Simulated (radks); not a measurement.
Values are calculated unless marked as measured or tabulated.
Task: These are the eigenvalues of the occupied orbitals of an atom or ion with whole-number occupations (hartree). Level of theory: scalar-relativistic Kohn-Sham, PBEsol, spin-unpolarised, spherical densities, finite nucleus; Fermi nuclear charge, rms radius of each element as measured or else 0.836 A^(1/3) + 0.57 fm (a radial shooting solver on a logarithmic mesh with Libxc functionals).

orbital  eigenvalue
1s        -2589.865
2s        -478.6297
2p        -423.4688
3s        -139.6116
3p        -123.2532
3d        -104.5116
4s        -55.64363
4p        -49.83925
4d        -42.68661

Which element is it, and in what charge state? The configuration may be excited.

Result: Z = 74, tungsten, charge +29: W29+ in [Kr] 4d9. The list shows which subshells hold electrons but not how many an open one holds; the 1s level, -2589.9 hartree, gives Z - s = 72.0 by -(Z - s)^2/2, which with screening and relativity narrows Z to a few neighbours, and the depths of the outer levels then fix element, charge and occupations together.
